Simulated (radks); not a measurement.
Spherical quantum dot in the effective-mass picture: electrons in a parabolic well V = omega^2 r^2 / 2 with omega = 0.265, all in effective atomic units (hartree* = m*/eps^2 hartree, bohr* = eps/m* bohr), one dielectric constant everywhere. Method: non-relativistic Kohn-Sham, PBEsol, spin-polarised, spherical densities; computed with a radial shooting solver with Libxc functionals. Levels are named by radial order and angular momentum (1s, 1p, 1d, 2s, ...), and open shells are averaged over m.

N = 3, configuration 1s2 1p(up 1, down 0). This is the lowest configuration that the search found. Occupied and some empty levels:

level,occupation,eigenvalue (hartree*),<r> (bohr*)
1s up,1,1.1280,2.668
1s down,1,1.1537,2.606
1p up,1,1.3096,3.308
1p down,0,1.3434,3.297
1d up,0,1.5183,3.813
1d down,0,1.5531,3.833
2s up,0,1.5706,3.445
2s down,0,1.5892,3.483
1f up,0,1.7437,4.259
1f down,0,1.7760,4.295

Energy (hartree*): total 2.35657, kinetic 0.54811, external 0.98372, Hartree 1.4091, exchange-correlation -0.58438.

Electron density:

r (bohr*),n(r) (e/bohr*^3)
0.122,0.02382
0.583,0.02337
1.04,0.02224
1.50,0.02031
1.97,0.01751
2.43,0.01401
2.89,0.01024
3.35,0.006731
3.81,0.003910
4.27,0.001991
4.73,0.0008927
5.19,0.0003568
5.65,0.0001266
6.11,0.00003978
